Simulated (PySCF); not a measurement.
C4H3B, SMILES C(BC#C)#C.

Geometry: B3LYP-D3(BJ)/def2-SVP.

Method: PySCF with TDA-M06-2X/def2-SVPD.

Vertical excitations.  State labels are in the subgroup C2v.

```
state  symmetry  energy (eV)  λ (nm)      f                                                                    main pairs
-----  --------  -----------  ------  -----  ----------------------------------------------------------------------------
S1           B1         3.95     314  0.001                                                                HOMO→LUMO 93 %
S2           A2         4.03     307  0.000                                                              HOMO−1→LUMO 92 %
S3           B2         5.29     234  0.236                                                              HOMO−2→LUMO 84 %
S4           A1         6.02     206  0.023                                                              HOMO−3→LUMO 76 %
S5           B1         6.58     189  0.004  HOMO−4→LUMO 55 %, HOMO−1→LUMO+5 13 %, HOMO−2→LUMO+6 12 %, HOMO−3→LUMO+2 10 %
S6           A2         6.74     184  0.000                    HOMO−2→LUMO+2 54 %, HOMO−3→LUMO+6 15 %, HOMO−2→LUMO+1 11 %
S7           B1         7.20     172  0.002                      HOMO−4→LUMO 36 %, HOMO−2→LUMO+6 26 %, HOMO−3→LUMO+2 24 %
S8           A1         7.81     159  0.000                                                              HOMO→LUMO+1 77 %
S9           A2         7.83     158  0.000                                            HOMO−5→LUMO 57 %, HOMO→LUMO+5 28 %
S10          B2         7.89     157  0.122                                          HOMO−1→LUMO+1 78 %, HOMO→LUMO+3 14 %
T1           B1         3.76     330      0                                                                HOMO→LUMO 93 %
T2           B2         3.86     321      0                                                              HOMO−2→LUMO 90 %
T3           A2         3.88     319      0                                                              HOMO−1→LUMO 92 %
T4           A1         4.34     286      0                                                              HOMO−3→LUMO 84 %
```
Triplets are in the Tamm–Dancoff approximation.
